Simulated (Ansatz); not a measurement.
Molecule: sum formula Si2NH7F, net charge 1, singlet state. It need not be the lowest isomer of its formula. 
Geometry from a B3LYP-D3(BJ)/def2-TZVP (Ansatz, a first-principles code) optimisation:
```
N
H 1 1.0238
H 1 1.0242 2 105.04
Si 1 1.8620 2 109.77 3 117.18
F 4 1.5806 1 101.33 2 83.49
H 4 1.4630 5 112.13 1 113.18
H 4 1.4631 6 118.26 5 -133.11
Si 1 1.8973 2 108.39 3 -115.78
H 8 1.4653 1 103.41 2 -47.50
H 8 1.4680 9 115.24 1 111.23
H 8 1.4681 9 115.17 10 136.88
```
Charge +1, spin multiplicity 1.

Total electronic energies in hartree. Valence correlation only, unless marked. Spin-orbit coupling is left out. Non-relativistic unless marked X2C. CBS marks a two-point X^-3 extrapolation of the correlation energy; Hartree-Fock from the larger set. [CCSD(T)-MP2]/basis is that difference in the basis named.

```json
[
 {"level": "HF/6-31G*", "program": "Ansatz", "energy (Eh)": "-735.65802"},
 {"level": "RI-HF/cc-pV(Q+d)Z", "program": "Ansatz", "energy (Eh)": "-735.82235"},
 {"level": "BLYP/def2-TZVPD", "program": "Ansatz", "energy (Eh)": "-737.67519"},
 {"level": "B97M-V/def2-TZVPD", "program": "Ansatz", "energy (Eh)": "-737.51897"},
 {"level": "B3LYP/def2-TZVPD", "program": "Ansatz", "energy (Eh)": "-737.76806"},
 {"level": "PBE0/def2-SVP", "program": "Ansatz", "energy (Eh)": "-736.90351"},
 {"level": "BHLYP-D3(BJ)/def2-TZVPD", "program": "Ansatz + dftd3", "energy (Eh)": "-737.66974"},
 {"level": "r2SCANh-D4/def2-TZVPD", "program": "Ansatz + dftd4", "energy (Eh)": "-737.58110"},
 {"level": "B2PLYP-D3(BJ)/def2-TZVPD", "program": "Ansatz + dftd3", "energy (Eh)": "-737.38379"},
 {"level": "RPA@PBE/cc-pV(T+d)Z", "program": "Ansatz", "energy (Eh)": "-736.95423"},
 {"level": "MP2/STO-3G", "program": "Ansatz", "energy (Eh)": "-727.14727"},
 {"level": "SCS-MP2/cc-pV(D+d)Z", "program": "Ansatz", "energy (Eh)": "-736.27010"},
 {"level": "SCS-MP2/cc-pwCVTZ", "program": "Ansatz", "energy (Eh)": "-736.53532"},
 {"level": "X2C-CCSD(T)/cc-pVTZ-DK", "program": "Ansatz", "energy (Eh)": "-737.88807"},
 {"level": "RI-MP2/CBS(cc-pV(T+d)Z,cc-pV(Q+d)Z)+[CCSD(T)-MP2]/cc-pV(T+d)Z", "program": "Ansatz", "energy (Eh)": "-736.6962"}
]
```

Totals of different functionals don't rank their quality; only differences between species are comparable.
